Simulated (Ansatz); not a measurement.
HKO (SMILES [OH][K]), charge 0, multiplicity 1, relaxed at each level with Ansatz (a first-principles code); harmonic frequencies from differences of analytic forces, average atomic masses, frozen cores.

```json
[
 {"level": "HF/def2-TZVPP", "K1–O2 (Å)": "2.2487", "O2–H3 (Å)": "0.9348", "K1–O2–H3 (°)": "180.0", "dipole (D)": "7.61"},
 {"level": "PBE/def2-TZVPP", "K1–O2 (Å)": "2.2169", "O2–H3 (Å)": "0.9640", "K1–O2–H3 (°)": "180.0", "dipole (D)": "6.89"},
 {"level": "r2SCAN/def2-TZVPP", "K1–O2 (Å)": "2.2176", "O2–H3 (Å)": "0.9556", "K1–O2–H3 (°)": "180.0", "dipole (D)": "7.10"},
 {"level": "B3LYP/def2-TZVPP", "K1–O2 (Å)": "2.2231", "O2–H3 (Å)": "0.9556", "K1–O2–H3 (°)": "180.0", "dipole (D)": "7.07"},
 {"level": "PBE0/def2-TZVPP", "K1–O2 (Å)": "2.2094", "O2–H3 (Å)": "0.9527", "K1–O2–H3 (°)": "180.0", "dipole (D)": "7.05"},
 {"level": "wB97X-V/def2-TZVPP", "K1–O2 (Å)": "2.2240", "O2–H3 (Å)": "0.9541", "K1–O2–H3 (°)": "180.0", "dipole (D)": "7.21"},
 {"level": "MP2/def2-TZVPP", "K1–O2 (Å)": "2.2720", "O2–H3 (Å)": "0.9550", "K1–O2–H3 (°)": "180.0", "dipole (D)": "7.60"},
 {"level": "CCSD(T)/def2-SVP", "K1–O2 (Å)": "2.2301", "O2–H3 (Å)": "0.9615", "K1–O2–H3 (°)": "180.0", "dipole (D)": "6.86"},
 {"level": "CCSD(T)/def2-TZVPP", "K1–O2 (Å)": "2.2703", "O2–H3 (Å)": "0.9540", "K1–O2–H3 (°)": "180.0", "dipole (D)": "7.65"}
]
```
